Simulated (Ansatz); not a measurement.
Molecule: BiI2 (charge 0, doublet). It need not be the lowest isomer of its formula. 
Geometry from a B3LYP-D3(BJ)/def2-TZVP (Ansatz, a quantum-chemistry and plane-wave program) optimisation:
```xyz
3

Bi     0.1121    -0.6263     0.7737
I      2.0549     0.8623    -0.6151
I     -2.2304     0.1185    -0.5965
```
Charge 0, spin multiplicity 2.

Property: vertical ionisation energy (to the singlet state of charge +1; each state is the SCF solution reached for its spin; for the singlet T1 is 0.031), in eV. Valence correlation only, unless marked. UHF or UKS for open shells. Spin-orbit coupling is left out. Frozen are the shells of the preceding noble gas and the d and f shells that filled before the atom's block. In def2 rows, elements after Kr have scalar-relativistic effective core potentials. CBS marks a two-point X^-3 extrapolation of the correlation energy; Hartree-Fock from the larger set. The bracket is a focal-point correction in the basis named.

```json
[
 {"level": "PBE/def2-TZVPD", "program": "Ansatz", "vertical ionisation energy (eV)": "…"},
 {"level": "CAM-B3LYP/def2-TZVPD", "program": "Ansatz", "vertical ionisation energy (eV)": "…"},
 {"level": "wB97M-V/def2-TZVPD", "program": "Ansatz", "vertical ionisation energy (eV)": "8.05"},
 {"level": "SCS-MP2/def2-SVPD", "program": "Ansatz", "vertical ionisation energy (eV)": "7.68"},
 {"level": "CCSD/def2-SVPD", "program": "Ansatz", "vertical ionisation energy (eV)": "7.75"},
 {"level": "RI-MP2/CBS(def2-TZVPPD,def2-QZVPPD)+[CCSD(T)-MP2]/def2-TZVPPD", "program": "Ansatz", "vertical ionisation energy (eV)": "…"}
]
```

Question: Complete the blanks.

Answer: 
- PBE/def2-TZVPD, vertical ionisation energy (eV): 7.51
- CAM-B3LYP/def2-TZVPD, vertical ionisation energy (eV): 8.02
- RI-MP2/CBS(def2-TZVPPD,def2-QZVPPD)+[CCSD(T)-MP2]/def2-TZVPPD, vertical ionisation energy (eV): 7.82
